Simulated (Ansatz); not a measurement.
Cost and result for the atomization energy of C$_{3}$H$_{7}$Br (`CCCBr`) (11 atoms, 10 bonds).

```xyz
11

C     0.523    1.061    0.547
C     0.523   -0.175   -0.332
C    -0.828   -0.833   -0.477
Br   -1.485   -1.571    1.208
H     0.223    0.816    1.568
H     1.516    1.512    0.587
H    -0.172    1.815    0.167
H     1.244   -0.909    0.041
H     0.849    0.092   -1.346
H    -1.594   -0.130   -0.801
H    -0.800   -1.678   -1.162
```

The species carries charge 0 and has multiplicity 1. Correlated methods include outer-core shells of Br, which these sets cover unevenly. Scalar relativity is left out up to krypton. Geometry: relaxed with PBE0-D4/def2-TZVP. It is one conformer, not always the lowest. Program: Ansatz. All runs use 4 threads of a server CPU on a shared host. Times are those of one run each, without the atoms' runs, and a repeat can differ threefold. Electronic energies, without spin–orbit coupling; frozen cores. CCSD(T)/CBS adds CCSD(T) − MP2 in def2-TZVPP to the MP2 limit, and its time is that of the two runs behind it. T1 = 0.008. With those shells the extrapolation isn't a true limit. B3LYP takes the VWN-RPA correlation (the form of Gaussian; ORCA's B3LYP/G).

CCSD(T)/CBS is a level of theory with its own doubt, some kJ/mol a heavy atom from the limit and from the frozen cores, so smaller differences don't rank the functionals.

```json
{"level": "PBE-D4/def2-TZVPP (with forces)", "functions": "239", "wall time": "2.3 s", "atomization (kcal/mol)": "992.4", "difference from CCSD(T)/CBS": "15.4", "per bond": "1.5"}
{"level": "PBE0-D4/def2-TZVPP", "functions": "239", "wall time": "2.6 s", "atomization (kcal/mol)": "981.8", "difference from CCSD(T)/CBS": "4.8", "per bond": "0.5"}
{"level": "B3LYP-D4/def2-TZVPP (with forces)", "functions": "239", "wall time": "4.3 s", "atomization (kcal/mol)": "974.9", "difference from CCSD(T)/CBS": "-2.1", "per bond": "-0.2"}
{"level": "r2SCAN-D4/def2-TZVPP (with forces)", "functions": "239", "wall time": "4.4 s", "atomization (kcal/mol)": "977.9", "difference from CCSD(T)/CBS": "0.9", "per bond": "0.1"}
{"level": "B2PLYP/def2-TZVPP", "functions": "239", "wall time": "5.5 s", "atomization (kcal/mol)": "965.7", "difference from CCSD(T)/CBS": "-11.3", "per bond": "-1.1"}
{"level": "ωB97X-V/def2-TZVPP", "functions": "239", "wall time": "7.5 s", "atomization (kcal/mol)": "975.6", "difference from CCSD(T)/CBS": "-1.4", "per bond": "-0.1"}
{"level": "ωB97M-V/def2-TZVPP (with forces)", "functions": "239", "wall time": "11 s", "atomization (kcal/mol)": "976.2", "difference from CCSD(T)/CBS": "-0.8", "per bond": "-0.1"}
{"level": "MP2/def2-QZVPP", "functions": "470", "wall time": "25 s", "atomization (kcal/mol)": "977.2", "difference from CCSD(T)/CBS": "0.2", "per bond": "0.0"}
{"level": "CCSD(T)/def2-TZVPP", "functions": "239", "wall time": "2.7 min", "atomization (kcal/mol)": "955.6", "difference from CCSD(T)/CBS": "-21.4", "per bond": "-2.1"}
{"level": "CCSD(T)/CBS(def2)", "functions": "–", "wall time": "3.2 min", "atomization (kcal/mol)": "977.0", "difference from CCSD(T)/CBS": "0.0", "per bond": "0.0"}
```

The D4 term adds +7.6 kcal/mol with B3LYP and +4.0 kcal/mol with PBE0; it sums over pairs of atoms, weighted by their polarisabilities, and B3LYP, whose exchange is more repulsive, gets the larger term. From PBE to PBE0 (25 % exact exchange), in def2-TZVPP and without D4, the atomization energy moves by −9.8 kcal/mol: exact exchange takes away binding that semilocal exchange gives to molecules. In def2-TZVPP, CCSD(T) changes the Hartree–Fock value by +220.3 kcal/mol (the triples alone add +11.9 kcal/mol) and MP2 by +229.5 kcal/mol; breaking electron pairs costs correlation energy, which Hartree–Fock lacks.
